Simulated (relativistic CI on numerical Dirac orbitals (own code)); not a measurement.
**Electric-dipole lines of Lu⁴⁺**

Calculated at this level of theory: Dirac-Coulomb-Breit CI, orbitals from a KLI potential per configuration, model QED, valence Slater integrals scaled by 0.85, P86 correlation energy added to each configuration (own radial code, finite nucleus).

Configurations in the expansion (outside the closed core [Kr] 4d10): 4f13 5s2 5p6, 4f12 5s2 5p6 5d, 4f13 5s2 5p5 5d, 4f14 5s2 5p5, 4f12 5s2 5p6 6s, 4f12 5s2 5p6 6p, 4f13 5s2 5p5 5f, 4f13 5s2 5p5 5g, 4f13 5s2 5p5 6s, 4f13 5s 5p6 5d, 4f12 5s2 5p6 6d, 4f12 5s2 5p6 7s, 4f12 5s2 5p6 5f, 4f12 5s2 5p6 7p, 4f13 5s2 5p5 6p, 4f12 5s2 5p6 5g, 4f12 5s2 5p6 6f, 4f12 5s2 5p6 7d, 4f12 5s2 5p6 8s, 4f13 5s 5p6 5f, 4f12 5s2 5p6 8p, 4f14 5s 5p6, 4f13 5s2 5p5 6d, 4f13 5s 5p6 5g, 4f13 5s2 5p5 7s, 4f11 5s2 5p6 5d 6p. Double excitations out of closed p, d and f shells are left out; levels of such configurations are missing from the list, as are those of other unlisted configurations, and high levels can miss mixing partners.

```
λ vac (Å)                         Lower                           Upper   A (s⁻¹)  log gf  S velocity/length
   303.96      4f13 5s2 5p6 2F°_5/2 [2]    4f13 5s2 5p5 6s 2G_7/2 [315]  1.21e+10    0.13               0.75
   308.68      4f13 5s2 5p6 2F°_7/2 [1]    4f13 5s2 5p5 6s 2G_9/2 [283]  1.48e+10    0.32               0.73
   311.26      4f13 5s2 5p6 2F°_7/2 [1]    4f13 5s2 5p5 6s 2F_7/2 [281]  1.90e+10    0.34               0.71
   323.71      4f13 5s2 5p6 2F°_5/2 [2]    4f13 5s2 5p5 5d 4G_5/2 [280]  2.33e+10    0.34               0.54
   323.80      4f13 5s2 5p6 2F°_7/2 [1]    4f13 5s2 5p5 5d 4F_7/2 [272]  2.47e+10    0.49               0.54
   326.19      4f13 5s2 5p6 2F°_7/2 [1]    4f13 5s2 5p5 5d 4G_9/2 [267]  2.23e+10    0.55               0.56
   326.52      4f13 5s2 5p6 2F°_5/2 [2]    4f13 5s2 5p5 5d 4H_7/2 [276]  2.20e+10    0.45               0.56
   326.72      4f13 5s2 5p6 2F°_7/2 [1]    4f13 5s2 5p5 5d 2D_5/2 [266]  2.07e+10    0.30               0.53
   328.75      4f13 5s2 5p6 2F°_5/2 [2]    4f13 5s2 5p5 5d 4D_3/2 [274]  2.15e+10    0.15               0.55
   466.80    4f12 5s2 5p6 5d 4F_9/2 [3]   4f12 5s2 5p6 5f 4F°_9/2 [338]  7.06e+09    0.36               0.89
   467.36    4f12 5s2 5p6 5d 4F_9/2 [3]   4f12 5s2 5p6 5f 4D°_7/2 [336]  1.66e+10    0.64               0.89
   473.11   4f12 5s2 5p6 5d 2K_15/2 [4]  4f12 5s2 5p6 5f 2K°_15/2 [351]  4.85e+09    0.42               0.89
   474.75   4f12 5s2 5p6 5d 4G_11/2 [5]  4f12 5s2 5p6 5f 4H°_13/2 [352]  4.49e+09    0.33               0.88
   475.00  4f12 5s2 5p6 5d 2H_11/2 [11]  4f12 5s2 5p6 5f 2I°_13/2 [389]  7.83e+09    0.57               0.89
   475.40   4f12 5s2 5p6 5d 2K_15/2 [4]  4f12 5s2 5p6 5f 2L°_17/2 [343]  1.64e+10    1.00               0.89
   475.66   4f12 5s2 5p6 5d 4G_11/2 [5]  4f12 5s2 5p6 5f 4G°_11/2 [347]  9.40e+09    0.58               0.89
   477.99   4f12 5s2 5p6 5d 4G_11/2 [5]   4f12 5s2 5p6 5f 4F°_9/2 [338]  7.76e+09    0.42               0.89
   481.72   4f12 5s2 5p6 5d 4K_17/2 [7]  4f12 5s2 5p6 5f 4K°_17/2 [348]  4.22e+09    0.42               0.88
   482.29   4f12 5s2 5p6 5d 4H_13/2 [8]  4f12 5s2 5p6 5f 4H°_13/2 [352]  4.48e+09    0.34               0.89
   482.36   4f12 5s2 5p6 5d 4H_13/2 [8]  4f12 5s2 5p6 5f 2K°_15/2 [351]  9.11e+09    0.71               0.88
   484.03   4f12 5s2 5p6 5d 4K_17/2 [7]  4f12 5s2 5p6 5f 4L°_19/2 [339]  1.74e+10    1.09               0.88
   488.47  4f12 5s2 5p6 5d 4G_11/2 [21]  4f12 5s2 5p6 5f 4H°_13/2 [383]  8.06e+09    0.61               0.88
   490.95   4f12 5s2 5p6 5d 4F_9/2 [22]  4f12 5s2 5p6 5f 2H°_11/2 [388]  1.09e+10    0.67               0.88
   491.68  4f12 5s2 5p6 5d 4I_15/2 [13]  4f12 5s2 5p6 5f 4I°_15/2 [353]  6.75e+09    0.59               0.88
   492.08  4f12 5s2 5p6 5d 4H_13/2 [14]  4f12 5s2 5p6 5f 4I°_15/2 [353]  5.63e+09    0.51               0.88
   493.12  4f12 5s2 5p6 5d 4I_15/2 [13]  4f12 5s2 5p6 5f 4K°_17/2 [348]  1.25e+10    0.91               0.88
   493.81  4f12 5s2 5p6 5d 4H_13/2 [26]  4f12 5s2 5p6 5f 4I°_15/2 [387]  1.29e+10    0.88               0.88
   836.84   4f12 5s2 5p6 5d 4K_17/2 [7]  4f12 5s2 5p6 6p 4I°_15/2 [140]  2.31e+09    0.59               0.80
   857.59    4f12 5s2 5p6 5d 4F_9/2 [3]  4f12 5s2 5p6 6p 4G°_11/2 [135]  1.38e+09    0.26               0.82
   884.83   4f12 5s2 5p6 5d 2K_15/2 [4]  4f12 5s2 5p6 6p 2I°_13/2 [136]  1.92e+09    0.50               0.77
```

Terms are leading LS components. Brackets give the number of a level in order of energy, since labels repeat. The list gives strong lines, with weight on those to low levels, among the lowest 400 of 4061 levels, so that lines to higher ones, which can be the strongest, are missing. Levels whose partners in the same complex of configurations lie outside the list can be far off, and so can their lines. Rates are taken at the computed energies, electric ones in the length gauge. A velocity-to-length ratio far from 1 marks an uncertain rate.

At this charge configurations can still be misplaced by up to about 7 % of their energy. Levels and lines within the n = 5 or 6 shells can be off by up to 10 % or somewhat more, and those that change n by about 2 %, since core polarisation is missing. 1 of the 32 excited levels that our extract of the measured tables holds in this range could be paired (the sources list more); they are missed by 369 cm⁻¹ on average and 369 at most, and levels without a partner can miss by more. Levels that differ in their count of f electrons can be misplaced by several ten thousand cm⁻¹, since the correlation energy of f electrons is missing or only estimated; rates across such gaps can be off by orders of magnitude.

LS names give the leading component of a level, which can be under half, so a name can repeat, a term be missing and a line seem to break the LS rules.
